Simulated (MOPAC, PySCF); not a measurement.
C4H2, SMILES `C#CC#C`, neutral singlet in the gas phase. 

Cartesian coordinates (Å):
```xyz
6

C      1.8468    -0.3834    -0.3493
C      0.6674    -0.1385    -0.3709
C     -0.6674     0.1385    -0.3955
C     -1.8469     0.3834    -0.4170
H      2.8867    -0.5992    -0.3303
H     -2.8867     0.5992    -0.4360
```
Charge 0, multiplicity 1.

All levels are single points at this geometry (B3LYP-D3(BJ)/def2-TZVP); Pople sets use spherical d functions. Orbital energies aren't observables, and empty levels follow the basis.

PM6 in MOPAC gives dipole (D) = 0.00.

Q: Estimate the dipole (D) from each of these levels: ωB97X-D3(BJ)/def2-TZVP in PySCF; B3LYP/3-21G in PySCF; B3LYP/6-311+G** in PySCF; B3LYP/6-31G* in PySCF; SVWN5/6-31G* in PySCF; HF/3-21G in PySCF; PM3 in MOPAC; PM7 in MOPAC.

A: 
```csv
level,dipole (D)
ωB97X-D3(BJ)/def2-TZVP in PySCF,0.00
B3LYP/3-21G in PySCF,0.00
B3LYP/6-311+G** in PySCF,0.00
B3LYP/6-31G* in PySCF,0.00
SVWN5/6-31G* in PySCF,0.00
HF/3-21G in PySCF,0.00
PM3 in MOPAC,0.00
PM7 in MOPAC,0.00
```
